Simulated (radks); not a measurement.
Charge is removed step by step from the 3s down level of the tungsten ion W48+, starting from [Ne] 3s(up 1, down 1) 3p6 3d8. Calculated with a radial shooting solver on a logarithmic mesh with Libxc functionals: scalar-relativistic Kohn-Sham, BLYP, spin-polarised, spherical densities, finite nucleus; open shells are filled with parallel spins first (spin-orbit coupling, left out, can overturn this in heavy ions); Fermi nuclear charge, rms radius 5.3658 fm.

removed (e)  E - E(0) (eV)  eigenvalue (eV)  E minus straight line (eV)
0                    0.000          -5194.3                       0.000
0.125               649.82          -5208.5                      -6.221
0.25                1301.4          -5222.7                     -10.665
0.375               1954.8          -5236.9                     -13.331
0.5                 2610.0          -5251.1                     -14.220
0.625               3266.9          -5265.3                     -13.331
0.75                3925.6          -5279.5                     -10.665
0.875               4586.1          -5293.7                      -6.221
1                   5248.4          -5307.9                       0.000

Removing the whole electron costs 5248.4 eV by Delta-SCF, against 5194.3 eV from minus the eigenvalue at the starting occupation. Slater's transition state (half an electron removed) gives 5251.1 eV. Integrating minus the eigenvalue over the occupation (Janak's theorem) gives 5251.1 eV. In this scalar-relativistic scheme the density is built from large components alone, so the theorem holds only approximately. The mean slope of the eigenvalue, de/dn, is 114 eV per electron.
